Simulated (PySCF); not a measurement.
SMILES c1ccc(c(c1)-c1sccc1)[SiH3] (C₁₀H₁₀SSi), GFN2-xTB optimised geometry.

```
22

Si    -0.85    -2.01     2.04
C      0.51    -1.83     0.74
C      1.42    -2.88     0.61
C      2.50    -2.81    -0.25
C      2.71    -1.66    -0.99
C      1.82    -0.61    -0.88
C      0.72    -0.69    -0.04
C     -0.20     0.44     0.00
C     -1.57     0.44     0.00
C     -2.13     1.73     0.01
C     -1.19     2.71     0.02
S      0.41     2.07     0.00
H     -1.14    -0.72     2.67
H     -2.06    -2.56     1.43
H     -0.37    -2.95     3.05
H      1.28    -3.77     1.20
H      3.19    -3.64    -0.34
H      3.56    -1.58    -1.66
H      1.98     0.29    -1.47
H     -2.16    -0.46    -0.04
H     -3.19     1.93     0.01
H     -1.32     3.77     0.03
```

Density from CAM-B3LYP/def2-SVP (PySCF) at that geometry.

Minimum of the electron density along straight lines between bonded atoms, close to the bond critical point (lines longer than 1.1 times the sum of covalent radii, or with two minima, are not listed):

| bond | length / Å | ρ at the minimum / e bohr⁻³ | ∇²ρ there / e bohr⁻⁵ | position (fraction from the first atom) |
|---|---|---|---|---|
| Si1–C2 | 1.889 | 0.113 | 0.34 | 0.38 |
| C2–C3 | 1.392 | 0.309 | -0.78 | 0.50 |
| C3–C4 | 1.382 | 0.316 | -0.83 | 0.50 |
| C4–C5 | 1.385 | 0.315 | -0.82 | 0.50 |
| C5–C6 | 1.380 | 0.317 | -0.83 | 0.50 |
| C2–C7 | 1.403 | 0.302 | -0.75 | 0.49 |
| C6–C7 | 1.395 | 0.309 | -0.79 | 0.50 |
| C7–C8 | 1.455 | 0.278 | -0.70 | 0.49 |
| C8–C9 | 1.365 | 0.322 | -0.81 | 0.51 |
| C9–C10 | 1.411 | 0.299 | -0.75 | 0.50 |
| C10–C11 | 1.357 | 0.326 | -0.84 | 0.49 |
| C8–S12 | 1.740 | 0.210 | -0.44 | 0.47 |
| C11–S12 | 1.718 | 0.219 | -0.49 | 0.47 |
| Si1–H13 | 1.462 | 0.118 | 0.33 | 0.49 |
| Si1–H14 | 1.467 | 0.116 | 0.33 | 0.49 |
| Si1–H15 | 1.465 | 0.117 | 0.34 | 0.49 |
| C3–H16 | 1.081 | 0.285 | -1.09 | 0.63 |
| C4–H17 | 1.080 | 0.284 | -1.09 | 0.63 |
| C5–H18 | 1.080 | 0.284 | -1.10 | 0.63 |
| C6–H19 | 1.081 | 0.284 | -1.09 | 0.64 |
| C9–H20 | 1.075 | 0.285 | -1.11 | 0.64 |
| C10–H21 | 1.075 | 0.284 | -1.11 | 0.64 |
| C11–H22 | 1.072 | 0.286 | -1.13 | 0.65 |
